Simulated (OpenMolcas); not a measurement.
Kr³⁺: effect of the basis set

```yaml
Program: OpenMolcas 26.06
Method: "MS-RASPT2, IPEA 0.25 Eh, imaginary shift 0.1 Eh (closed shells correlated: 3d)"
Active_space: 5 electrons in 9 orbitals (RAS2 4s 4p; RAS3 4d, at most 2 electrons)
State_averaging: 2S+1 = 4 odd, 1 root; 2S+1 = 2 odd, 11 roots; 2S+1 = 4 even, 3 roots; 2S+1 = 2 even, 9 roots
Spin-orbit_coupling: RASSI with atomic mean-field integrals over the reference wave functions, term energies averaged over their components
```

A. ANO-RCC-VTZP [6s5p3d1f], DKH2, point nucleus; CASPT2 step roughly 14 core-seconds
B. ANO-RCC-VQZP [7s6p4d2f1g], DKH2, point nucleus; CASPT2 step about 24 core-seconds
C. ANO-R2 [6s5p4d3f1g], X2C, finite nucleus; CASPT2 step about 29 core-seconds
D. ANO-RCC [9s8p6d4f2g], DKH2, point nucleus; CASPT2 step roughly 28 core-seconds

Energies in cm⁻¹ above 4s² 4p³ ⁴S°_3/2, the measured ground level; measured values from Saloman, J. Phys. Chem. Ref. Data 36, 215 (2007).

```csv
Level,A,B,C,D,Measured
4s² 4p³ ⁴S°_3/2,0.0,0.0,0.0,0.0,0.0
4s² 4p³ ²D°_3/2,18450,17860,17730,17710,17038
4s² 4p³ ²D°_5/2,19790,19200,19060,19060,18700
4s² 4p³ ²P°_1/2,32650,31930,31930,31790,31056
4s² 4p³ ²P°_3/2,34450,33750,33740,33630,33406
4s 4p⁴ ⁴P_5/2,117510,117720,118500,118180,118762
4s 4p⁴ ⁴P_3/2,120840,121030,121810,121500,122426
4s 4p⁴ ⁴P_1/2,122440,122620,123390,123090,124110
4s 4p⁴ ²D_3/2,146860,146420,146900,146590,145773
4s 4p⁴ ²D_5/2,147390,146970,147450,147140,146645
```

Deviations, from unrounded energies. A percentage is the sum of absolute deviations over the sum of measured energies, with the sign that they share, or ± where signs differ.

| Against measurement | Levels | A | B | C | D |
| --- | --- | --- | --- | --- | --- |
| mean absolute deviation (cm-1) | 9 | 1300 | 830 | 640 | 650 |
| other terms of the ground configuration (%) | 4 | +5.1 | +2.5 | +2.3 | +2.0 |
| other configurations (%) | 5 | ±1.0 | ±0.7 | ±0.5 | ±0.6 |

C, D lie about equally close to measurement and A furthest from it. The largest miss of C in the table is 4s 4p⁴ ²D_3/2, by +1100 cm-1. The ranking rests on the paired levels alone, and a cruder setting can come out closer through cancelling errors.

The two smallest mean deviations differ by little beside CASPT2's spread within terms, so their order carries little weight.

Among A to D the level of the table that moves most is 4s 4p⁴ ⁴P_5/2, by 990 cm-1 (lowest in A, highest in C). Moves below CASPT2's spread within the term are not significant.

CASPT2 does not keep the components of a term degenerate, so their means are used; among the terms shown or strongly mixed into the levels shown the widest spread is 86 cm-1 (4s 4p⁴ ²D, C). The run also gave levels led by 4s² 4p² 4d, which use shells meant for correlation; these and all levels above them are left out. Some terms mix strongly with configurations of 4d, whose occupation reaches 0.27 (4s 4p⁴ ²D) (figures for A; the like holds for B, C, D). Computed and measured levels are paired by configuration, term and J; levels that our copy of the source lacks, or whose pairing is in doubt (as where it misses far off the trend of its configuration), stay unpaired and out of the deviations. Only configurations of the active space appear. Levels that lie high or do not pair safely by name in every column are left out.

° marks odd parity.
